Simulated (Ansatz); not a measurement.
Reaction (germylene formation by 1,1-elimination): `[CH3][GeH]([NH2])[CH]=O` → `C=O` + `[CH3][Ge][NH2]`

Gas-phase electronic energies from Ansatz, PBE0-D4/def2-TZVP geometries. CCSD(T)/CBS adds triple-zeta CCSD(T) − MP2 to the extrapolated MP2 energy (def2 sets, frozen cores). This one scheme is used for every species. DFT in def2-TZVPP. For Ge outer-core shells are correlated without core-valence functions, which leaves a few kJ/mol of doubt a bond. Scalar relativity is left out up to krypton. One conformer a species, not always the lowest.

`[CH3][GeH]([NH2])[CH]=O`:

Z-matrix (Å, degrees):
```
C
Ge 1 1.939
H 1 1.091 2 109.9
H 1 1.090 2 110.0 3 -119.0
H 1 1.090 2 110.2 3 120.1
N 2 1.842 1 109.5 3 -57.4
C 2 2.015 1 107.8 3 64.3
H 2 1.543 1 114.1 3 -175.6
H 6 1.010 2 115.2 1 63.7
H 6 1.010 2 115.3 1 -168.1
O 7 1.203 2 122.4 1 8.4
H 7 1.120 2 118.3 1 -169.8
```

`C=O`:

```xyz
4

C    -0.001   -0.004    0.002
O     0.268    1.032   -0.530
H     0.587   -0.927   -0.177
H    -0.853   -0.101    0.705
```

`[CH3][Ge][NH2]`:

```xyz
8

C     1.201    0.311   -0.129
Ge   -0.356   -0.192   -1.281
N    -1.531   -0.393    0.094
H     0.937    1.130    0.547
H     2.062    0.614   -0.727
H     1.495   -0.550    0.481
H    -2.487   -0.669   -0.057
H    -1.320   -0.253    1.071
```

```tsv
level	ΔE (kcal/mol)
B2PLYP	12.9
HF/def2-TZVPP	12.0
CCSD(T)/def2-TZVPP	17.4
HF/CBS(def2)	11.5
```

Task: What does CCSD(T)/CBS give? (Best estimate.)

Result: Computed: +14.9 kcal/mol. The listed levels differ from it by -2.0, -2.9, 2.5, -3.4 kcal/mol.

Largest T1 diagnostic among the species: 0.015.

In def2-TZVPP, CCSD(T) changes the Hartree–Fock value by +5.4 kcal/mol (the triples alone add +0.6 kcal/mol) and MP2 by +7.1 kcal/mol. From PBE to PBE0 (25 % exact exchange), in def2-TZVPP and without D4, ΔE moves by +2.9 kcal/mol. The D4 term adds +2.7 kcal/mol with B3LYP and +1.6 kcal/mol with PBE0; it sums over pairs of atoms, weighted by their polarisabilities, and B3LYP, whose exchange is more repulsive, gets the larger term.

B3LYP here is the variant with VWN-RPA as its local correlation; programs differ in this.
